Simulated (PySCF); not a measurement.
**Basis and Hamiltonian dependence of the excitation energy of Cu²⁺**

Cu²⁺ [Ar] 3d9 (2D) → Cu²⁺ [Ar] 3d8 4p1 (high-spin determinant). All values are computed (PySCF 2.14, energy differences of UHF-based or UKS calculations, no spin-orbit coupling). Values in eV.

```json
{"basis": "aug-cc-pVDZ-PP with ECP10MDF", "Hamiltonian": "ECP", "functions": "54", "UHF": "12.990", "PBE": "14.496", "PBE0": "14.385", "MP2 (valence)": "15.064", "CCSD(T) (valence)": "14.646", "CCSD(T) (valence and next inner shell)": "n/a"}
{"basis": "ANO-RCC-VTZP", "Hamiltonian": "spin-free X2C", "functions": "59", "UHF": "13.058", "PBE": "14.839", "PBE0": "14.630", "MP2 (valence)": "15.274", "CCSD(T) (valence)": "14.841", "CCSD(T) (valence and next inner shell)": "14.983"}
{"basis": "x2c-TZVPPall", "Hamiltonian": "spin-free X2C", "functions": "64", "UHF": "12.952", "PBE": "14.707", "PBE0": "14.516", "MP2 (valence)": "15.102", "CCSD(T) (valence)": "14.681", "CCSD(T) (valence and next inner shell)": "14.842"}
{"basis": "def2-TZVPPD", "Hamiltonian": "non-relativistic", "functions": "67", "UHF": "13.323", "PBE": "15.057", "PBE0": "14.874", "MP2 (valence)": "15.465", "CCSD(T) (valence)": "15.054", "CCSD(T) (valence and next inner shell)": "15.213"}
{"basis": "aug-cc-pwCVDZ-PP with ECP10MDF", "Hamiltonian": "ECP", "functions": "70", "UHF": "12.941", "PBE": "14.551", "PBE0": "14.420", "MP2 (valence)": "15.134", "CCSD(T) (valence)": "14.701", "CCSD(T) (valence and next inner shell)": "14.764"}
{"basis": "aug-cc-pVTZ-PP with ECP10MDF", "Hamiltonian": "ECP", "functions": "88", "UHF": "12.961", "PBE": "14.559", "PBE0": "14.433", "MP2 (valence)": "15.205", "CCSD(T) (valence)": "14.762", "CCSD(T) (valence and next inner shell)": "n/a"}
{"basis": "dyall-v2z", "Hamiltonian": "spin-free X2C", "functions": "92", "UHF": "13.070", "PBE": "n/a", "PBE0": "n/a", "MP2 (valence)": "15.085", "CCSD(T) (valence)": "14.669", "CCSD(T) (valence and next inner shell)": "n/a"}
{"basis": "ANO-RCC-VQZP", "Hamiltonian": "spin-free X2C", "functions": "95", "UHF": "12.999", "PBE": "14.772", "PBE0": "14.576", "MP2 (valence)": "15.274", "CCSD(T) (valence)": "n/a", "CCSD(T) (valence and next inner shell)": "n/a"}
{"basis": "def2-QZVPPD", "Hamiltonian": "non-relativistic", "functions": "100", "UHF": "13.356", "PBE": "15.123", "PBE0": "14.932", "MP2 (valence)": "15.559", "CCSD(T) (valence)": "15.129", "CCSD(T) (valence and next inner shell)": "n/a"}
{"basis": "dyall-av2z", "Hamiltonian": "non-relativistic", "functions": "101", "UHF": "13.441", "PBE": "15.262", "PBE0": "15.052", "MP2 (valence)": "15.442", "CCSD(T) (valence)": "15.035", "CCSD(T) (valence and next inner shell)": "n/a"}
{"basis": "x2c-QZVPPall", "Hamiltonian": "spin-free X2C", "functions": "108", "UHF": "12.971", "PBE": "14.773", "PBE0": "14.568", "MP2 (valence)": "15.224", "CCSD(T) (valence)": "n/a", "CCSD(T) (valence and next inner shell)": "n/a"}
{"basis": "aug-cc-pVTZ-PP with one added diffuse shell each of s, p, d, f, g type with ECP10MDF", "Hamiltonian": "ECP", "functions": "113", "UHF": "12.960", "PBE": "14.557", "PBE0": "14.432", "MP2 (valence)": "15.202", "CCSD(T) (valence)": "n/a", "CCSD(T) (valence and next inner shell)": "n/a"}
{"basis": "aug-cc-pwCVTZ-DK", "Hamiltonian": "spin-free X2C", "functions": "127", "UHF": "12.958", "PBE": "14.754", "PBE0": "14.552", "MP2 (valence)": "15.224", "CCSD(T) (valence)": "n/a", "CCSD(T) (valence and next inner shell)": "n/a"}
{"basis": "aug-cc-pwCVTZ-DK with one added diffuse shell each of s, p, d, f, g type", "Hamiltonian": "spin-free X2C", "functions": "152", "UHF": "12.957", "PBE": "14.753", "PBE0": "14.551", "MP2 (valence)": "15.222", "CCSD(T) (valence)": "n/a", "CCSD(T) (valence and next inner shell)": "n/a"}
```

Frozen in the all-electron rows: valence and next inner shell: [Ne]; valence: [Ar]; with a core potential, the same shells as far as they lie outside it.

One determinant mixes LS terms of the configuration, so the numbers do not refer to single terms. Non-relativistic rows lack the scalar-relativistic shift.
